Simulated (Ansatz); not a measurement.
Input file for `CN[SiH](P)S`:

```yaml
crystal:
  periodic: [false, false, false]
  atoms:
    - {symbol: C, position_ang: [-1.271497, 1.011079, 0.944826]}
    - {symbol: N, position_ang: [-0.967532, 0.593483, -0.408681]}
    - {symbol: Si, position_ang: [0.484070, -0.181815, -0.872150]}
    - {symbol: P, position_ang: [0.708080, -2.005810, 0.422392]}
    - {symbol: S, position_ang: [2.321390, 0.923420, -0.658869]}
    - {symbol: H, position_ang: [-0.878806, 2.005880, 1.188463]}
    - {symbol: H, position_ang: [-0.836515, 0.302490, 1.653932]}
    - {symbol: H, position_ang: [-2.351137, 1.016867, 1.116961]}
    - {symbol: H, position_ang: [-1.410822, 1.166683, -1.110686]}
    - {symbol: H, position_ang: [0.390608, -0.405362, -2.335510]}
    - {symbol: H, position_ang: [1.771514, -2.529257, -0.355953]}
    - {symbol: H, position_ang: [-0.300306, -2.745613, -0.250098]}
    - {symbol: H, position_ang: [2.361254, 0.813256, 0.680173]}
basis:
  gaussian: {orbitals: def2-SVP}
correlation: {method: ccsd_t}
```

```sh
$ ansatz run in.yaml --threads 4 --pin off --events-out ev --progress --plain --max-ram 10444MiB
```

Log, shortened:

```
Functional definition: HF
  name "HF"
  cite "Fock, Z. Phys. 61, 126 (1930) doi:10.1007/BF01340294"
  parent pbe
  exchange = exact_x
  correlation = 0
1190 factors; integrals over basis functions are off by at most 1.5e-3 eV
mean field evaluation 1: about -30578.3148 eV, gradient 3.0e1 eV
mean field evaluation 2: about -30578.3196 eV, gradient 3.0e1 eV
mean field evaluation 4: about -30581.0856 eV, gradient 3.9e0 eV
mean field evaluation 8: about -30581.1421 eV, gradient 2.4e-4 eV
mean field -30581.14206391 eV, -1123.8362422061 hartree, gradient 2.6e-6 eV, S^2 0.000000; 0 other end points of the search recorded, 0 dependent functions left out
17 core orbitals not correlated: weight in the atoms' cores, before any rotation towards them, 1.000 or more for the frozen orbitals, at most 0.000 for the correlated occupied ones
reference -30581.14206391 eV, -1123.8362422061 hartree; 16, 16 occupied and 89, 89 virtual orbitals, 1190 factors
second order -18.07635734 eV of doubles, -0.00000000 eV of singles
cycle   1  -19.41286277 eV  change    -1.3e0 eV  update   9.9e-2
cycle   2  -19.98341307 eV  change   -5.7e-1 eV  update   3.0e-2
cycle   3  -20.06447612 eV  change   -8.1e-2 eV  update   1.2e-2
cycle   4  -20.06191670 eV  change    2.6e-3 eV  update   3.1e-3
cycle   5  -20.06137050 eV  change    5.5e-4 eV  update   1.2e-3
cycle   6  -20.06104986 eV  change    3.2e-4 eV  update   4.0e-4
cycle   7  -20.06093085 eV  change    1.2e-4 eV  update   1.4e-4
cycle   8  -20.06095384 eV  change   -2.3e-5 eV  update   4.4e-5
cycle   9  -20.06095431 eV  change   -4.7e-7 eV  update   1.4e-5
perturbative correction -0.58743395 eV, -0.0215877996 hartree
Total energy: -30601.79045217 eV, -1124.5950564788 hartree
```

It took 6 s on 4 threads of an Arm Neoverse V2 on a shared host, with 0.64 GiB of host memory at the peak.

The correlation energy is -20.648 eV, 2.8 % of it from (T); the T1 diagnostic reads 0.0108.
